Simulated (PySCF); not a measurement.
# Relaxation of doublet HYbO

Computed with UB3LYP in PySCF with Yb def2-SVP with ECP28, O def2-SVP, H def2-SVP; scalar-relativistic core potentials, no spin–orbit coupling; density-fitted integrals. A (50,194) grid was used.

A hand-made bent start, of Cs symmetry, held to at least that symmetry:

Coordinates in bohr (charge 0 multiplicity 2):
```
Yb    0.2247    0.0000   -0.1804
O    -2.6545    0.0000    1.8357
H     3.3516    0.0000    2.0090
```

(1) What does it relax to?

(2) How much energy is released, and in how many steps?

Answers

(1) It ends at Cs with Yb–H 2.061 Å, Yb–O 1.824 Å; H–Yb–O 146.3° (after a last refinement on a finer grid). A frequency run shows a minimum. Other isomers or separated fragments may lie lower.

(2) 10.0 kJ/mol in 13 steps.

With open d or f shells other occupations or spin states may lie lower. The pruned grid is coarse for the open f shell: energies are uncertain by about 2 kJ/mol and soft modes are noisy. Spin–orbit coupling, left out here, can matter for elements this heavy.
